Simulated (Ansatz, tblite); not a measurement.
Bn: E(high spin) − E(low spin) (eV) at several levels, gas phase, relaxed structures; Ansatz, xTB through tblite. Each state is relaxed at the level in the geometry column; the other columns are single points. Clusters are the lowest isomers that short searches found in that spin, judged at the geometry's level. xTB has no spin-polarisation term. Singlets are spin-restricted. The structures are stationary points that may keep the symmetry of their start. Remarks come from the PBE and PBE0 runs and from stability tests at other levels; not every state was tested.

```
species              state          geometry  GFN1-xTB  GFN2-xTB  PBE-D4/def2-TZVP  r2SCAN-D4/def2-TZVP  PBE0-D4/def2-TZVP                              remarks
     B3  quartet − doublet  PBE-D4/def2-TZVP      2.02      2.72              1.56                 1.34               1.29  spin-contaminated (⟨S²⟩ up to 0.86)
     B4  quintet − singlet  PBE-D4/def2-TZVP      4.24      3.92              2.20                 1.62               1.97                                    –
     B5  quartet − doublet   PBE-D4/def2-SVP      1.35      1.57              1.59                 1.49               1.56  spin-contaminated (⟨S²⟩ up to 0.98)
    B13  quartet − doublet   PBE-D4/def2-SVP      1.60      1.14              1.49                 1.49               1.67                                    –
```

**Question.** Estimate the rows for B9 (quartet − doublet, PBE-D4/def2-SVP geometry); B14 (quintet − singlet, PBE0-D4/def2-SVP geometry).

**Answer.** 
```csv
species,state,geometry,GFN1-xTB,GFN2-xTB,PBE-D4/def2-TZVP,r2SCAN-D4/def2-TZVP,PBE0-D4/def2-TZVP,remarks
B9,quartet − doublet,PBE-D4/def2-SVP,2.49,2.06,0.67,0.46,0.64,–
B14,quintet − singlet,PBE0-D4/def2-SVP,1.56,1.15,0.43,0.20,0.51,"triplet lowest at PBE0, restricted SCF unstable in HF"
```
